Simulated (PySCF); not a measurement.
## Trend along group 14: MC molecules

PBE with triple-zeta basis sets in PySCF, for the lowest determinant that a PBE0 search found; no spin–orbit coupling. De refers to high-spin ground-configuration atoms. A positive dipole means M(−)C(+).

```
 M         basis  state (unpaired electrons)  Re (Å)  ωe (cm⁻¹)  De (eV)  μ (D)
 C    def2-TZVPP          triplet (σ ↑, π ↑)   1.313       1647     6.90    n/a
Si  x2c-TZVPPall          triplet (σ ↑, π ↑)   1.728        956     4.80  -1.68
Ge    def2-TZVPP          triplet (σ ↑, π ↑)   1.812        802     4.33  -1.95
Sn    def2-TZVPP          triplet (σ ↑, π ↑)   2.013        669     3.63  -2.66
```

The shortest bond is that of C2 (1.313 Å), the longest that of SnC (2.013 Å). C2 is bound most strongly (6.90 eV) and SnC least (3.63 eV).

The rows differ in basis set, which adds steps of its own.

Down a group the atoms grow and get heavier, so bonds lengthen and wavenumbers fall; this series shows no clear exception.

These are scalar-relativistic numbers at best; spin–orbit coupling would shift them, the dissociation energy most. States were picked by a PBE0 search and need not be the measured ground states.
